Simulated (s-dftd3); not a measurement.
Cl3In (SMILES [Cl][In]([Cl])[Cl]), singlet, geometry from GFN2-xTB (such geometries of metal compounds can be far from the true shape); D3(bj) for b3lyp run with s-dftd3.

The s-dftd3 input:
```
$ s-dftd3 mol.xyz --bj b3lyp --json dftd3.json --noedisp --grad

# file mol.xyz
4

In    -0.00000000    -0.00000000     0.00000000
Cl     2.24449596    -0.20389963    -0.44000345
Cl    -0.90325628    -1.01151285     1.85308124
Cl    -1.34123968     1.21541248    -1.41307779
```

The log (banner, timings and long lists left out):

```
-----------------------------------
 s i m p l e   D F T - D 3  v1.4.0
-----------------------------------

Rational (Becke-Johnson) damping: b3lyp-D3(BJ)
---------------------
  s6         1.0000
  s8         1.9889
  s9         0.0000
  a1         0.3981
  a2         4.4211
 alp        14.0000
--------------------

Dispersion energy:      -9.0715582363128E-03 Eh

Gradient norm:           1.4814122129020E-03 Eh/a0
--------------------------------------------------
     #    Z           dE/dx      dE/dy      dE/dz
--------------------------------------------------
     1   49 In    2.183E-13  1.197E-13 -2.566E-13
     2   17 Cl    8.360E-04 -7.595E-05 -1.639E-04
     3   17 Cl   -3.364E-04 -3.768E-04  6.902E-04
     4   17 Cl   -4.996E-04  4.527E-04 -5.263E-04
--------------------------------------------------

Virial:
--------------------------------------------------
      component           x          y          z
--------------------------------------------------
          x       5.386E-03 -8.264E-04 -5.392E-04
          y      -8.264E-04  1.789E-03 -2.465E-03
          z      -5.392E-04 -2.465E-03  3.959E-03
--------------------------------------------------

[Info] JSON dump of results written to 'dftd3.json'
```
